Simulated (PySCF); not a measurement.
A structure optimised at B3LYP-D3(BJ)/def2-SVP, used in a PySCF frequency run:

```xyz
4

Bi     0.0000     0.0000     0.2555
F      1.5064     0.8697    -0.7855
F      0.0000    -1.7395    -0.7855
F     -1.5064     0.8697    -0.7855
```

Q: Write its SMILES, formula and point group.

A: [F][Bi]([F])[F], BiF3, C3v

Q: What are its rotational constants (standard atomic weights)?

A: 3.7504, 3.7504, 2.9306 GHz
